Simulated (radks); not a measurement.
Values are calculated unless marked as measured or tabulated.
Ionisation of Au+, [Xe] 4f14 5d10, to Au2+, [Xe] 4f14 5d9, under several functionals. Scalar-relativistic Kohn-Sham, spin-unpolarised, spherical densities, finite nucleus; a radial shooting solver on a logarithmic mesh with Libxc functionals.

| functional | E(Au+) (hartree) | Exc (hartree) | IE (eV) | -e(HOMO) (eV) | <r> HOMO (bohr) | IE error (eV) |
|---|---|---|---|---|---|---|
| PW91 | -19009.0688 | -363.8231 | 21.287 | 15.404 | 1.575 | +1.084 |
| RPBE | -19007.8199 | -362.5849 | 21.122 | 15.240 | 1.574 | +0.919 |
| exchange-only B88 | -19004.0148 | -358.6968 | 20.113 | 14.294 | 1.587 | -0.090 |
| OLYP | -19013.9801 | -369.0000 | 21.181 | 15.256 | 1.565 | +0.978 |
| revPBE | -19007.6662 | -362.4302 | 21.124 | 15.241 | 1.573 | +0.921 |
| Wu-Cohen GGA | -19006.0173 | -360.7680 | 21.245 | 15.361 | 1.574 | +1.042 |
| PBE | -19007.2736 | -362.0281 | 21.209 | 15.329 | 1.575 | +1.006 |
| PBEsol | -19002.0207 | -356.7822 | 21.239 | 15.357 | 1.574 | +1.036 |
| r2SCAN | -19009.4520 | -362.6924 | 21.376 | 15.465 | 1.563 | +1.173 |
| AM05 | -18997.2074 | -352.0017 | 21.223 | 15.335 | 1.573 | +1.020 |

NIST Atomic Spectra Database: 20.20 eV (measured). Closest: exchange-only B88. The Delta-SCF values span 1.26 eV, the total energies 16.77 hartree. The highest occupied level is 5d. Spin polarisation and multiplet splitting are left out, so open shells lie too high by an amount that depends on their filling. Spin-orbit splitting is averaged out at the scalar-relativistic level.

Beside tabulated values, note that spin-unpolarised runs miss the spin-polarisation part of the exchange energy of open shells.
